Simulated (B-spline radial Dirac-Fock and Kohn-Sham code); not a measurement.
**Electron momentum distribution of Co⁵⁺: Compton profiles**

System: cobalt as Co⁵⁺, [Ar] 3d4, inside a Watson sphere of charge -5 and radius 2 Å (a model of the Madelung potential; inside it an electron's potential energy is raised by 36.0 eV).

Method: the impulse approximation on relativistic Hartree-Fock (Dirac-Fock) wave functions, averaged over the configuration. Computed with a B-spline atomic structure program. pz is in atomic units of momentum; subshell profiles are per electron, for a selection of subshells; open shells are spread over both j values by their weights.

```tsv
pz	J total	J 1s1/2	J 2p1/2	J 3p3/2	J 3d5/2
1	2.782	0.0317	0.0612	0.187	0.149
1.4	2.487	0.0316	0.0610	0.166	0.143
2	1.949	0.0313	0.0605	0.120	0.122
2.7	1.375	0.0308	0.0592	0.0652	0.0888
3.8	0.8233	0.0299	0.0550	0.0184	0.0448
5.3	0.5038	0.0282	0.0457	0.00482	0.0158
7.3	0.3057	0.0255	0.0312	0.00420	0.00399
10	0.1636	0.0213	0.0159	0.00274	0.000727
14	0.07251	0.0152	0.00520	0.000910	8.29e-05
20	0.02735	0.00831	0.00102	0.000165	6.00e-06
27	0.01065	0.00388	0.000192	2.87e-05	< 1e-6
38	0.002970	0.00121	2.25e-05	3.06e-06	< 1e-6
53	0.0006906	0.000295	2.41e-06	< 1e-6	< 1e-6
```

Problem. What is the peak value J(0), and which subshell contributes most to it?

Solution. J(0) = 3.092. The 3p3/2 subshell gives the largest part, 26 %.

Mean momentum ⟨p⟩ by subshell (a.u.): 1s1/2 23.0, 2s1/2 7.66, 2p1/2 10.3, 2p3/2 10.2, 3s1/2 3.24, 3p1/2 3.79, 3p3/2 3.76, 3d3/2 4.13, 3d5/2 4.12.
